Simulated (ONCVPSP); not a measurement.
**Before and after: ONCV potential for rhenium**

rhenium (Re), optimised norm-conserving Vanderbilt (ONCV), made with ONCVPSP 4.0.1 (PBEsol, scalar-relativistic). Core [Kr] 4d10 4f14, reference 5s2 5p6 5d5 6s2. Waves: 5s+6s: rc 2.00 bohr, ncon 4, nbas 7, qcut 6.9 1/bohr, 2 projectors; 5p: rc 1.70 bohr, ncon 4, nbas 8, qcut 9.9 1/bohr, 2 projectors, debl 0.6 Ha; 5d: rc 2.60 bohr, ncon 3, nbas 7, qcut 6.3 1/bohr, 2 projectors, debl 2.1 Ha; f scattering state at 0.27 Ha: rc 2.25 bohr, ncon 4, nbas 9, qcut 5.4 1/bohr, 2 projectors, debl 2.6 Ha. Local part: polynomial inside 1.65 bohr (lpopt 5, dvloc0 0 Ha). Core correction: none.

In the p channel the program set the typed energies aside and used -1.728, 0.250 Ha.

Change: s: qcut 6.3; p: qcut 9.1; d: qcut 5.8; f: qcut 4.9.

Cutoffs: the cutoffs (Ha) at which the residual kinetic energy of the hardest occupied pseudo-wave falls to 1 and 0.1 mHa per electron; they do not see the model core or the augmentation charge, which bear on the density cutoff. Errors are all-electron minus pseudo energies relative to the spin-unpolarised reference configuration.

How do hardness, ghosts and transferability respond?

The potential gets softer (27 Ha and 33 Ha → 24 Ha and 30 Ha); of the 4 tests that both files solve, the error grows in 1 and shrinks in 0 by more than 15 % and 0.3 meV (median size 14.4 → 14.8 meV); neither file shows a bound ghost.

```tsv
quantity	base	changed
cutoff, loose	27 Ha	24 Ha
cutoff, tight	33 Ha	30 Ha
loose cutoff by channel	s 14 Ha, p 27 Ha, d 13 Ha	s 13 Ha, p 24 Ha, d 12 Ha
bound ghosts	none	none
GHOST(+) flags under 300 eV	none	none
error for 5s2 5p6 5d5 6s1, meV [ΔE 9.29 eV]	-3.7	-3.6
error for 5s2 5p6 5d5 6s0, meV [ΔE 25.64 eV]	-12	-13
error for 5s2 5p6 5d4 6s0, meV [ΔE 52.80 eV]	-17	-17
error for 5s2 5p5 5d5 6s2, meV [ΔE 52.95 eV]	-151	-176
s: phases at 2.03 bohr within 0.05 rad from the reference energy up to (Ha; the scan ends near 5)	to the end of the scan	to the end of the scan
p: phases at 1.73 bohr within 0.05 rad from the reference energy up to (Ha; the scan ends near 5)	to the end of the scan	to the end of the scan
d: phases at 2.65 bohr within 0.05 rad from the reference energy up to (Ha; the scan ends near 5)	4.6	4.4
f: phases at 2.28 bohr within 0.05 rad from the reference energy up to (Ha; the scan ends near 5)	to the end of the scan	to the end of the scan
```
